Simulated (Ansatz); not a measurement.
Calculated with Ansatz (gas phase, PBE0-D4/def2-TZVP geometries, no zero-point term in ΔE). CCSD(T)/CBS adds triple-zeta CCSD(T) − MP2 to the extrapolated MP2 energy (def2 sets, frozen cores). This one scheme is used for every species. DFT in def2-TZVPP. B3LYP here is the variant with VWN-RPA as its local correlation; programs differ in this. Each species was taken in one conformer, which may not be the lowest.

Consider the ligand exchange at the Si–N bond: `O[SiH](O)N[SiH](F)F` + `C=N` → `C=N[SiH](F)F` + `N[SiH](O)O`.

| level | ΔE (kcal/mol) |
| --- | --- |
| B3LYP | 5.8 |
| CCSD/CBS(def2) | 7.5 |

What does CCSD(T)/CBS give? (Estimate.)

Ansatz gave: +7.6 kcal/mol. The listed levels differ from it by -1.8, -0.1 kcal/mol.

Largest T1 diagnostic among the species: 0.013.

The D4 term adds +1.3 kcal/mol with B3LYP and +0.8 kcal/mol with PBE0; it sums over pairs of atoms, weighted by their polarisabilities, and B3LYP, whose exchange is more repulsive, gets the larger term. In def2-TZVPP, CCSD(T) changes the Hartree–Fock value by +1.5 kcal/mol (the triples alone add +0.0 kcal/mol) and MP2 by +0.8 kcal/mol.
